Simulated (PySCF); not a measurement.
CH₉FOSi₃, SMILES C[SiH2][SiH2]O[SiH2]F.

Geometry: r2SCAN-D4/def2-SVP. This is a generated structure with no PubChem entry under its InChIKey; it may be hypothetical. Other conformers were not sampled.

These are SMD-ωB97X/6-31G* (PySCF) values and carry that method's errors.

Solvation free energies are E(SMD) − E(gas) at the gas-phase geometry, for 1 M in both phases. In vacuum the dipole moment is 0.86 D.

Q: Estimate the solvation free energies in water, 1-octanol, benzene. (An estimate is asked for; the answer gives what the named calculation found.)

A: 
```
solvent    ΔG(solv) (kcal/mol)  its non-electrostatic (CDS) part  dipole (D)
---------  -------------------  --------------------------------  ----------
water                      2.4                               5.2        1.18
1-octanol                 -1.6                               0.7        1.13
benzene                   -1.8                              -0.8        0.99
```
